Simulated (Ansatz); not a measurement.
Geometry optimisation, RKS r2SCAN/def2-SVP in Ansatz 0.2.0.

Input file:

```yaml
crystal:
  periodic: [false, false, false]
  atoms:
    - { symbol: Al, position_ang: [-0.989964, -0.510412, -0.627474] }
    - { symbol: O, position_ang: [0.54862, 0.394443, -0.377718] }
    - { symbol: C, position_ang: [1.328565, 0.678639, 0.749987] }
    - { symbol: O, position_ang: [-1.117237, -0.438384, -2.32504] }
    - { symbol: H, position_ang: [-0.306685, 0.077215, -2.480165] }
    - { symbol: O, position_ang: [-2.068245, -1.239571, 0.438992] }
    - { symbol: H, position_ang: [1.862561, 1.636993, 0.609612] }
    - { symbol: H, position_ang: [0.739683, 0.773406, 1.687219] }
    - { symbol: H, position_ang: [2.099689, -0.100487, 0.925905] }
    - { symbol: H, position_ang: [-2.096987, -1.271841, 1.398681] }
basis:
  gaussian: { orbitals: def2-SVP }
hamiltonian:
  xc: r2scan
relax:
  f_tol: 0.03
  max_steps: 50
```

Command:

```bash
$ ansatz run input.yaml --threads 2 --pin off --max-ram 3072MiB --backend cpu --events-out ev --progress --plain --runs-dir out
```

Where does it end, and by what steps?

The run converged. After 6 steps the energy has fallen by 0.368 eV; H5 moved furthest, 0.68 Å.

```tsv
step	energy less start (eV)	largest force component (eV/Å)	accepted
0	0.0000	1.769	yes
1	-0.1561	1.193	yes
2	-0.2842	0.723	yes
3	-0.3487	0.476	yes
4	-0.3454	0.666	no
5	-0.3610	0.153	yes
6	-0.3682	0.020	yes
```

```xyz
10
Properties=species:S:1:pos:R:3
Al -0.851 -0.406 -0.693
O 0.602 0.336 -0.237
C 1.338 0.660 0.900
O -1.247 -0.481 -2.339
H -0.673 -0.123 -3.021
O -1.971 -1.091 0.380
H 1.807 1.654 0.786
H 0.723 0.689 1.821
H 2.152 -0.069 1.072
H -1.881 -1.169 1.331
```

Whether the end is a true minimum wasn't checked by a vibrational analysis.

Run time: 27 s on 2 threads of Arm Neoverse V1, with other jobs on the host, peak memory 0.16 GiB.
